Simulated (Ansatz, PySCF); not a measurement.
Molecule: Se2I, charge 0, multiplicity 2. It need not be the lowest isomer of its formula. 
Geometry from a B3LYP-D3(BJ)/def2-TZVP (Ansatz, a program for electronic structure) optimisation:
```xyz
3

Se    -2.0233    -0.9611    -0.2514
Se     0.0813    -1.0079     0.4228
I      1.2458     1.2631    -0.1100
```
Charge 0, spin multiplicity 2.

Total electronic energies in hartree. Correlated levels leave the core frozen unless marked. UHF or UKS for open shells. No spin-orbit coupling. The frozen core is the preceding noble-gas configuration, with the filled d and f shells of earlier blocks. In def2 rows, elements after Kr have scalar-relativistic effective core potentials. STO-3G rows are all-electron and non-relativistic. CBS marks a two-point X^-3 extrapolation of the correlation energy; Hartree-Fock from the larger set. [CCSD(T)-MP2]/basis is that difference in the basis named.

```
level                                                              program   energy (Eh)
----------------------------------------------------------  --------------  ------------
HF/def2-SVP                                                         Ansatz   -5095.76400
HF/def2-TZVPP                                                       Ansatz   -5096.37427
HF-D4/def2-TZVPD                                             PySCF + dftd4   -5096.38986
RI-HF/def2-TZVPP                                                    Ansatz   -5096.37417
PBE-D3(BJ)/def2-TZVPD                                       Ansatz + dftd3   -5100.13155
BLYP/def2-TZVPD                                                     Ansatz   -5100.88103
B3LYP/def2-TZVPD                                                    Ansatz   -5101.01199
PBE0-D4/def2-TZVP                                           Ansatz + dftd4   -5100.29542
BHLYP/def2-TZVPD                                                    Ansatz   -5100.76516
TPSSh-D4/def2-TZVPD                                          PySCF + dftd4   -5100.62836
r2SCANh-D4/def2-TZVPD                                       Ansatz + dftd4   -5100.92532
HSE06/def2-TZVPD                                                    Ansatz   -5100.29843
CAM-B3LYP-D4/def2-TZVPD                                     Ansatz + dftd4   -5101.09286
LC-wPBE-D3(BJ)/def2-TZVPD                                   Ansatz + dftd3   -5100.20729
LC-wPBE/def2-TZVPD                                                  Ansatz   -5100.20206
wB97M-V/def2-TZVPD                                                  Ansatz   -5100.55358
wB97X-V/def2-TZVPD                                                  Ansatz           [?]
B2PLYP-D4/def2-TZVPD                                        Ansatz + dftd4   -5099.74462
B2PLYP/def2-TZVPD                                                   Ansatz   -5099.74132
RI-MP2/def2-TZVPP                                                   Ansatz   -5096.79217
SCS-MP2/STO-3G                                                      Ansatz  -11597.87431
CCSD/def2-TZVPP                                                     Ansatz   -5096.83156
RI-MP2/CBS(def2-TZVPP,def2-QZVPP)+[CCSD(T)-MP2]/def2-TZVPP          Ansatz    -5097.0348
```

**Question.** What belongs in the gaps?

**Answer.** 
- wB97X-V/def2-TZVPD, energy (Eh): -5100.37673
